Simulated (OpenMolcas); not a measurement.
**What dynamic correlation does to the levels of Ag7+**

* Program: OpenMolcas 26.06
* Basis: ANO-RCC-VQZP [8s7p5d3f2g1h]
* Scalar Hamiltonian: DKH2, point nucleus
* Active space: 4 electrons in 10 orbitals (4d 5d)
* State averaging: 2S+1 = 5 even, 5 roots; 2S+1 = 3 even, 45 roots; 2S+1 = 1 even, 49 roots
* Spin-orbit coupling: RASSI with atomic mean-field integrals over the reference wave functions, term energies averaged over their components

Methods on the same reference wave functions:
A. CASSCF
B. SS-CASPT2, IPEA 0.25 Eh, imaginary shift 0.1 Eh (closed shells correlated: 4s 4p)
C. MS-CASPT2, IPEA 0.25 Eh, imaginary shift 0.1 Eh (closed shells correlated: 4s 4p)

Energies in cm⁻¹ above 4d⁴ ⁵D₀, the measured ground level; measured values from Atoms 5, 11 (2017), spectra Ag VII to Ag IX.

```tsv
Level	A	B	C	Measured
4d⁴ ⁵D₀	0.0	0.0	0.0	0.0
4d⁴ ⁵D₁	1100	1199	1198	1340
4d⁴ ⁵D₂	2797	2950	2950	3212
4d⁴ ⁵D₃	4789	4940	4940	5292
4d⁴ ⁵D₄	6939	7040	7040	7443
4d⁴ ³P₀(1)	24978	21810	21810	21309
4d⁴ ³H₄ [70 %]	26103	24100	24100	23302
4d⁴ ³H₅	28623	26860	26860	26250
4d⁴ ³P₁(1)	29829	26760	26760	26526
4d⁴ ³H₆	30410	28770	28760	28185
4d⁴ ³F₂(1)	31635	28610	28650	28051
4d⁴ ³F₄(1) [54 %]	32643	30030	30020	
4d⁴ ³P₂(1)	35884	32510	32480	32134
4d⁴ ³G₄ [60 %]	36731	33580	33540	32698
4d⁴ ³G₅	38518	35670	35670	35077
4d⁴ ¹I₆	43060	40700	40690	39744
4d⁴ ³D₃	43301	38120	38110	36879
4d⁴ ³D₂ [71 %]	44068	39240	39250	38402
4d⁴ ³D₁	45240	40130	40130	39191
4d⁴ ¹G₄(1) [74 %]	47547	43890	43860	43104
4d⁴ ¹S₀	52373	46130	46110	
4d⁴ ¹D₂(1)	54671	49980	49970	
4d⁴ ¹F₃	59948	53800	53800	52004
4d⁴ ³P₂(2)	68405	61140	61160
```

Deviations, from unrounded energies. A percentage is the sum of absolute deviations over the sum of measured energies, with the sign that they share, or ± where signs differ.

| Against measurement | Levels | A | B | C |
| --- | --- | --- | --- | --- |
| mean absolute deviation (cm-1) | 19 | 3400 | 680 | 670 |
| fine structure of the ground term (%) | 4 | -9.6 | -6.6 | -6.7 |
| other terms of the ground configuration (%) | 15 | +12.5 | +2.3 | +2.3 |

B, C lie about equally close to measurement and A furthest from it. The largest miss of C in the table is 4d⁴ ¹F₃, by +1800 cm-1. The ranking rests on the paired levels alone, and a cruder setting can come out closer through cancelling errors.

Between B and C the level of the table that moves most is 4d⁴ ¹G₄(1) [74 %], by 39 cm-1 (lowest in C, highest in B). Moves below CASPT2's spread within the term are not significant.

The two smallest mean deviations differ by little beside CASPT2's spread within terms, so their order carries little weight.

From A to B the spin-free energies of the other terms of 4d⁴ shown, above ⁵D, scale by factors of 0.85 to 0.93, as is usual when dynamic correlation screens the repulsion within a d or f shell.

The lowest spin-free term lies below A's lowest term by 0.335 hartree in B, 0.335 hartree in C.

CASPT2 breaks the degeneracy within a term, and the mean is taken; among the terms shown or strongly mixed into the levels shown the widest spread is 940 cm-1 (4d⁴ ¹I, C). Active for correlation alone: 5d; no level in the range computed is led by a configuration that fills it, so any true level of that kind is missing. Without dynamic correlation excited terms often stand tens of per cent too high (terms of higher spin than the ground term too low), and those without a measured partner can miss by more than the paired ones (holds for A). Some levels mix across a computed gap that differs much from the measured one, so their mixing is not that of the real levels (holds for A). The CASPT2 spread within a term exceeds the gap to the next term for 4d⁴ ³D and 4d⁴ ¹I, 4d⁴ ¹I and 4d⁴ ¹G(1), so the order of their levels is uncertain (holds for C). Computed and measured levels are paired by configuration, term and J; levels that our copy of the source lacks, or whose pairing is in doubt (as where it misses far off the trend of its configuration), stay unpaired and out of the deviations. Levels of configurations outside the active space are missing. The table leaves out levels that lie high or whose names do not pair safely across all columns.

A share in square brackets marks a mixed level and gives the weight of the term that names it, the lowest over the columns. A number in round brackets counts repeated terms of one configuration in the order of the reference energies.
